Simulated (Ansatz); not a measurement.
Consider the cleavage of the Si–Si bond: `O[Si](F)([SiH3])[SiH3]` + `[OH][Ga]([OH])[Br]` → `[OH][Ga]([Br])[O][SiH3]` + `O[SiH](F)[SiH3]`.

Calculated with Ansatz (gas phase, PBE0-D4/def2-TZVP geometries, no zero-point term in ΔE). CCSD(T)/CBS adds triple-zeta CCSD(T) − MP2 to the extrapolated MP2 energy (def2 sets, frozen cores). For Br, Ga outer-core shells are correlated without core-valence functions, which leaves a few kJ/mol of doubt a bond. Scalar relativity is left out up to krypton. One conformer a species, not always the lowest.

```json
{"species": "`O[Si](F)([SiH3])[SiH3]`", "CCSD/CBS(def2) energy (Eh)": "-1046.48462"}
{"species": "`[OH][Ga]([OH])[Br]`", "CCSD/CBS(def2) energy (Eh)": "-4648.89743"}
{"species": "`[OH][Ga]([Br])[O][SiH3]`", "CCSD/CBS(def2) energy (Eh)": "-4939.21059"}
{"species": "`O[SiH](F)[SiH3]`", "CCSD/CBS(def2) energy (Eh)": "-756.21374"}
```

(1) Work out ΔE.

Largest T1 diagnostic among the species: 0.013.

Answers

(1) ΔE = (-4939.21059) + (-756.21374) − (-1046.48462) − (-4648.89743) = -0.04228 Eh = -26.5 kcal/mol. CCSD(T)/CBS gives -25.5 kcal/mol.

From BLYP to BHLYP (50 % exact exchange), in def2-TZVPP and without D4, ΔE moves by −5.7 kcal/mol. In def2-TZVPP, CCSD(T) changes the Hartree–Fock value by +7.0 kcal/mol (the triples alone add +1.0 kcal/mol) and MP2 by +5.2 kcal/mol. Leaving LDA and LC-ωPBE aside and taking each functional with its dispersion term where it has one, the values, not all of them listed here, spread over 10.5 kcal/mol, from BHLYP-D4 to revPBE-D4.
